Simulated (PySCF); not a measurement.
**Löwdin shares of the frontier orbitals**

Species: C₄H₇FOS.
SMILES with atom numbers: `[CH3:1][O:2]/[CH:3]=[C:4](\[F:5])[S:6][CH3:7]` (hydrogens: H8, H9, H10 on C1; H11 on C3; H12, H13, H14 on C7)

The calculation used TDDFT B3LYP/def2-SVPD, vertical, gas phase, core orbitals frozen in the response (PySCF). Isolated species at its GFN2-xTB geometry (one conformer only). Torsions of this conformer, `[CH3:1][O:2]/[CH:3]=[C:4](\[F:5])[S:6][CH3:7]`: C1–O2–C3–C4 0°, C3–C4–S6–C7 180°.

Kohn–Sham orbitals with the atoms that hold most of them (Löwdin shares over 4%, at most four atoms; ? is withheld):

```csv
orbital,ε (eV),atoms
HOMO-3,-9.61,"O2 28%, S6 27%, C7 11%, C1 11%"
HOMO-2,-9.06,"S6 37%, O2 17%, F5 12%, C4 9%"
HOMO-1,-7.86,"S6 36%, C4 19%, O2 16%, F5 8%"
HOMO,?,?
LUMO,-0.17,?
LUMO+1,0.37,"S6 32%, C1 14%, C3 12%, O2 8%"
LUMO+2,0.46,"C4 30%, C3 25%, S6 16%, O2 11%"
```

(1) Give the leading atoms of the LUMO.

(2) Which atoms hold the HOMO, and with what shares?

(3) What is the HOMO energy, and the HOMO–LUMO gap?

Answers

(1) S6 (bonded to 2 C) 38%; C7 (bonded to S and 3 H) 15%; C4 (bonded to C, F and S) 10%; F5 (bonded to C) 8%. By element: sulfur 38%, carbon 25% or more, fluorine 8%.

(2) S6 (bonded to 2 C) 36%; C4 (bonded to C, F and S) 18%; C3 (bonded to C, O and H) 17%; O2 (bonded to 2 C) 15%. By element: sulfur 36%, carbon 35% or more, oxygen 15%.

(3) ε(HOMO) = -5.53 eV; the gap is 5.35 eV (0.1966 hartree).

The HOMO–LUMO gap is 5.35 eV. Where does the response calculation put the lowest singlet, and from which orbitals?

S1 is at 4.31 eV (f = 0.0000), 1.04 eV below the gap, made of HOMO→LUMO (96%). 

One configuration dominates each of S1 and S2. Which, and how do the shares of the two leading atoms of either orbital change from the occupied to the empty one?

- S1 (4.31 eV, f 0.0000), HOMO→LUMO (96%): S6 36% → 38%, C4 18% → 10%, C7 at most 15% → 15%
- S2 (4.87 eV, f 0.0004), HOMO→LUMO+1 (93%): S6 36% → 32%, C4 18% → at most 8%, C1 at most 15% → 14%

Löwdin shares depend on the basis, the more so with diffuse functions.

Hardware: x86-64 server, one thread, no GPU (shared host). Cost: 38 s wall.
